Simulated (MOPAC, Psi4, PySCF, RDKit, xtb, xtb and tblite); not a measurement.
Internal rotation in SMILES C(=Cc1ccco1)c1ccco1. Scanned: dihedral C2–C1–C8–O12; all other coordinates were relaxed at GFN2-xTB. Points at φ and −φ are mirror images.

Geometry of the scan point at -100° (Å):
```
20

C     -0.4221     0.4452     0.3469
C      0.4274    -0.3961    -0.2483
C      1.8588    -0.2710    -0.1974
C      2.8355    -1.0597    -0.7583
C      4.0707    -0.4788    -0.4010
C      3.7631     0.6169     0.3480
O      2.4362     0.7518     0.4767
C     -1.8755     0.3030     0.2518
C     -2.7369    -0.5516     0.8783
C     -4.0251    -0.2674     0.3620
C     -3.8497     0.7263    -0.5479
O     -2.5546     1.0765    -0.6259
H     -0.0448     1.3165     0.8669
H      0.0613    -1.2522    -0.7973
H      2.6823    -1.9398    -1.3487
H      5.0490    -0.8258    -0.6633
H      4.3796     1.3517     0.8274
H     -2.4836    -1.2790     1.6221
H     -4.9462    -0.7415     0.6325
H     -4.5365     1.2494    -1.1831
```

Levels of theory: GFN2-xTB (xtb and tblite); MMFF94 // GFN2-xTB (RDKit); PBE0/def2-SVP // GFN2-xTB (Psi4); PBE0-D3(BJ)/def2-SVP // GFN2-xTB (Psi4); PBE/def2-SVP // GFN2-xTB (Psi4); PBE-D3(BJ)/def2-SVP // GFN2-xTB (Psi4); UFF // GFN2-xTB (RDKit); PM6, restricted, heats of formation // GFN2-xTB (MOPAC); AM1, restricted, heats of formation // GFN2-xTB (MOPAC); GFN1-xTB // GFN2-xTB (xtb); RKS-B3LYP/6-31G* = restricted B3LYP/6-31G*, spherical d, density fitting // GFN2-xTB in PySCF; RMP2/3-21G = PySCF with restricted MP2 (frozen core)/3-21G // GFN2-xTB; RKS-LDA (SVWN5)/6-31G* = restricted LDA (SVWN5)/6-31G*, spherical d, density fitting // GFN2-xTB in PySCF 2.14.0; RHF/3-21G = restricted Hartree-Fock/3-21G, density fitting // GFN2-xTB run with PySCF.

Least-squares fit of E(φ) = a0 + Σ (a_n cos nφ + b_n sin nφ), n = 1 to 4, to the 18 scan points, in kcal/mol above the lowest point of each profile (levels whose profile four harmonics don't fit are not listed):

```csv
method,a0,a1,b1,a2,b2,a3,b3,a4,b4,rms of fit
GFN2-xTB,3.63,-0.05,0.00,-3.72,0.00,-0.12,0.00,0.27,0.00,0.02
MMFF94,3.73,-0.70,0.00,-3.20,0.00,-0.11,0.00,0.33,0.00,0.04
PBE0/def2-SVP,4.66,-0.34,0.00,-4.12,0.00,-0.52,0.00,0.27,0.00,0.05
PBE0-D3(BJ)/def2-SVP,4.65,-0.30,0.00,-4.15,0.00,-0.53,0.00,0.28,0.00,0.05
PBE/def2-SVP,5.03,-0.32,0.00,-4.63,0.00,-0.45,0.00,0.35,0.00,0.06
PBE-D3(BJ)/def2-SVP,5.02,-0.27,0.00,-4.67,0.00,-0.46,0.00,0.36,0.00,0.06
UFF,4.29,-0.67,0.00,-3.89,0.00,-0.15,0.00,0.54,0.00,0.08
PM6,1.48,-0.01,0.00,-1.39,0.00,0.07,0.00,-0.06,0.00,0.04
AM1,2.16,-0.18,0.00,-2.07,0.00,0.09,0.00,0.00,0.00,0.04
GFN1-xTB,3.98,-0.16,0.00,-3.96,0.00,-0.12,0.00,0.26,0.00,0.02
RKS-B3LYP/6-31G*,4.51,-0.31,0.00,-4.05,0.00,-0.48,0.00,0.29,0.00,0.05
RMP2/3-21G,3.83,-0.55,0.00,-2.86,0.00,-0.60,0.00,0.09,0.00,0.05
RKS-LDA (SVWN5)/6-31G*,5.10,-0.25,0.00,-4.78,0.00,-0.48,0.00,0.40,0.00,0.06
RHF/3-21G,4.71,-0.67,0.00,-3.47,0.00,-0.74,0.00,0.07,0.00,0.06
```
